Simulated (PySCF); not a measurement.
IZn, doublet, geometry from GFN2-xTB (such geometries of metal compounds can be far from the true shape) (the spin is typed, not shown lowest) (core potentials on I).

The PySCF input:
```python
from pyscf import gto, scf, dft

mol = gto.Mole()
mol.atom = '''
    Zn   -0.00000000   -0.00000000   -1.67739996
    I     0.00000000    0.00000000    0.94947168
'''
mol.basis = 'def2-tzvp'
mol.ecp = {'I': 'def2-tzvp'}
mol.spin = 1
mol.verbose = 3
mol.build()

mf = dft.UKS(mol)
mf.xc = 'pbe'
mf.kernel()
```

**Question.** Estimate the nuclear repulsion energy that PBE/def2-TZVP (PySCF) returns for this input.

**Answer.** 151.0858 Eh

**Question.** Estimate the Mulliken (on the basis functions themselves) charges in atom order that PBE/def2-TZVP returns for this input.

**Answer.** Zn1 0.24, I2 -0.24

**Question.** Estimate the total energy that PBE/def2-TZVP returns for this input.

**Answer.** -2076.8476 Eh

**Question.** Predict the number of basis functions from PBE/def2-TZVP.

**Answer.** 98

**Question.** What is the computed <S^2> (PBE/def2-TZVP)?

**Answer.** 0.753

These values belong to the state on which the SCF converged, which isn't shown to be the lowest.
